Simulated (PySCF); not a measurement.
Compound: C6H10ClSi (doublet state).
Numbering: `[CH3:1][C:2]=[C:3]=[CH:4][C@H:5]([Cl:6])[SiH2:7][CH3:8]` (hydrogens: H9, H10, H11 on C1; H12 on C4; H13 on C5; H14, H15 on Si7; H16, H17, H18 on C8)

Structure used (GFN2-xTB), in Å, numbered top down from 1:
```
atom  x, y, z in Å
C1     4.0547   -0.4896    0.0216
C2     2.6718   -0.0839    0.0764
C3     1.5096    0.2748    0.1314
C4     0.2033    0.6694    0.1745
C5    -0.6163    0.7777   -1.0224
Cl6   -1.4113    2.4243   -1.1240
Si7   -2.0886   -0.4782   -1.0426
C8    -3.0816   -0.2612    0.5555
H9     4.1800   -1.2990   -0.6994
H10    4.6824    0.3485   -0.2886
H11    4.3888   -0.8311    1.0018
H12   -0.2423    0.9120    1.1269
H13   -0.0141    0.6910   -1.9261
H14   -1.4889   -1.8154   -1.1247
H15   -2.8866   -0.1770   -2.2322
H16   -3.9904   -0.8545    0.5279
H17   -2.5106   -0.5775    1.4246
H18   -3.3684    0.7762    0.7042
```

The hyperfine couplings belong to this conformer and change with its torsions.

Computed, not measured: UKS B3LYP, pcH-1 on C Cl H Si, non-relativistic, mean-field spin-orbit, GIAO (PySCF). The structure is a single GFN2-xTB conformer in the gas phase; no vibrational or solvent corrections. The geometry wasn't refined by DFT: couplings that depend on bond lengths, twists or pyramidal angles can differ widely from those at the functional's own minimum. No stability test was run, so a lower SCF solution isn't excluded.

Principal values of hyperfine tensors in MHz (contact, dipolar and spin–orbit terms together), for some of the nuclei:

```
atom  isotope      A1      A2      A3
 H10       1H   69.61   70.71   77.48
  C3      13C  -78.62  -62.33  -40.37
  C4      13C    2.50    3.50  174.32
 Si7     29Si  -68.07  -52.10  -51.25
 H12       1H  -74.39  -49.48  -21.34
  H9       1H   36.15   36.61   43.63
 Cl6     35Cl   14.41   15.33   54.22
  C1      13C  -19.18  -17.54  -17.46
```

Task: Split each tensor into its isotropic and traceless parts, and turn a_iso into mT with g = 2.0027.

Result: a_iso is a third of the trace, T = A − a_iso, and a(mT) = a(MHz)/(g × 13.996). The tensors hold a spin–orbit part: the run splits a_iso into a_FC + a_SO, and T includes its anisotropic share.

```json
{"atom": "H10", "a_iso (MHz)": "72.60", "a_FC": "72.60", "a_SO": "0.00", "a_iso (mT)": "2.590", "T1": "-2.99", "T2": "-1.89", "T3": "4.88"}
{"atom": "C3", "a_iso (MHz)": "-60.44", "a_FC": "-60.48", "a_SO": "0.04", "a_iso (mT)": "-2.156", "T1": "-18.18", "T2": "-1.89", "T3": "20.07"}
{"atom": "C4", "a_iso (MHz)": "60.11", "a_FC": "60.14", "a_SO": "-0.03", "a_iso (mT)": "2.144", "T1": "-57.61", "T2": "-56.61", "T3": "114.22"}
{"atom": "Si7", "a_iso (MHz)": "-57.14", "a_FC": "-57.20", "a_SO": "0.06", "a_iso (mT)": "-2.039", "T1": "-10.93", "T2": "5.04", "T3": "5.89"}
{"atom": "H12", "a_iso (MHz)": "-48.40", "a_FC": "-48.42", "a_SO": "0.02", "a_iso (mT)": "-1.727", "T1": "-25.99", "T2": "-1.07", "T3": "27.06"}
{"atom": "H9", "a_iso (MHz)": "38.79", "a_FC": "38.79", "a_SO": "0.00", "a_iso (mT)": "1.384", "T1": "-2.65", "T2": "-2.18", "T3": "4.83"}
{"atom": "Cl6", "a_iso (MHz)": "27.99", "a_FC": "27.57", "a_SO": "0.42", "a_iso (mT)": "0.998", "T1": "-13.58", "T2": "-12.65", "T3": "26.23"}
{"atom": "C1", "a_iso (MHz)": "-18.06", "a_FC": "-18.07", "a_SO": "0.01", "a_iso (mT)": "-0.644", "T1": "-1.12", "T2": "0.52", "T3": "0.60"}
```

Task: What spin density at the nucleus of Si7 lies behind its contact coupling (g_N = -1.11058)?

Result: a_FC = (2μ0/3) gₑ μB g_N μN ρ(0)/(2S·h) = 800.24 MHz × g_N × ρ(0)/(2S), with ρ in bohr⁻³. With a_FC = -57.20 MHz and 2S = 1, ρ(0) = 0.06436 bohr⁻³. The nuclear moment is negative, so coupling and spin density have opposite signs.

Task: C2 (13C, g_N = 1.40482) isn't in the table. Its spin density at the nucleus is 0.03629 bohr⁻³. What is its contact coupling?

Result: By the same relation, a_FC = 40.8 MHz. The spin–orbit term adds -0.05 MHz. Its full tensor has the principal values -1.07, 8.78, 114.52 MHz.

Task: Name the largest traceless tensor T of the table and describe it.

Result: C4: -57.6, -56.6, 114.2 MHz, axial, in the ratio −1:−1:+2, the form that spin in one p orbital centred on that nucleus gives.

Task: In a single crystal, with the field along each principal axis of the tensor of C3 in turn, what first-order splitting does this nucleus give (isotropic g, quadrupole terms neglected)?

Result: 2 lines (I = 1/2), spaced by |A_i|/(g × 13.996): 2.80, 2.22, 1.44 mT along the axes of A1, A2 and A3.

Hardware: an Intel Xeon Platinum 8488C with one thread, no GPU, shared host with 96 logical CPUs at a one-minute load of 69. Cost: 2.2 min of wall time (with the writing of density and orbital grids), 1.1 GiB resident at most.

The SMILES draws the unpaired electron on C2; the largest computed Mulliken spin population is on C4 (0.71 against 0.48).
